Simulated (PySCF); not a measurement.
BaI₂, SMILES [I][Ba][I].

Geometry: B3LYP-D3(BJ)/def2-SVP. The def2 effective core potentials stand for the cores of Ba, I; spin–orbit coupling is left out.

All values below come from PBE/def2-TZVPD (PySCF).

Symmetry labels are those of the subgroup C2v that the program uses (full group C2v).

Computed valence orbital energies around the gap with their symmetry:
| orbital | symmetry | energy (eV) |
|---|---|---|
| HOMO−7 | A1 | -15.93 |
| HOMO−6 | B2 | -15.74 |
| HOMO−5 | A1 | -6.55 |
| HOMO−4 | B2 | -6.06 |
| HOMO−3 | A2 | -5.93 |
| HOMO−2 | A1 | -5.82 |
| HOMO−1 | B1 | -5.81 |
| HOMO | B2 | -5.76 |
| LUMO | A1 | -2.76 |
| LUMO+1 | A1 | -2.07 |
| LUMO+2 | B1 | -2.07 |
| LUMO+3 | A2 | -1.58 |
